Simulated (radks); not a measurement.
Task: The mean radii <r> (bohr) of the occupied orbitals of an atom or ion are listed with their occupations. Calculated with a radial shooting solver on a logarithmic mesh with Libxc functionals: non-relativistic Kohn-Sham, revPBE, spin-polarised, spherical densities, point nucleus.

| orbital | occ. | <r> |
|---|---|---|
| 1s up | 1 | 0.1205 |
| 1s down | 1 | 0.1204 |
| 2s up | 1 | 0.6054 |
| 2s down | 1 | 0.6083 |
| 2p up | 3 | 0.5674 |
| 2p down | 2 | 0.5721 |
| 3p up | 1 | 2.094 |

Name the element and its charge. Open shells, if any, are filled with parallel spins first.

Result: Z = 13, aluminium, charge +3: Al3+ in [He] 2s2 2p5 3p1. The 1s radius gives Z: for a bare nucleus <r> = 1.5/Z, 0.1154 bohr for Z = 13, and screening makes it slightly larger (0.1205 here). The occupations add up to 10, and the charge is Z minus that.
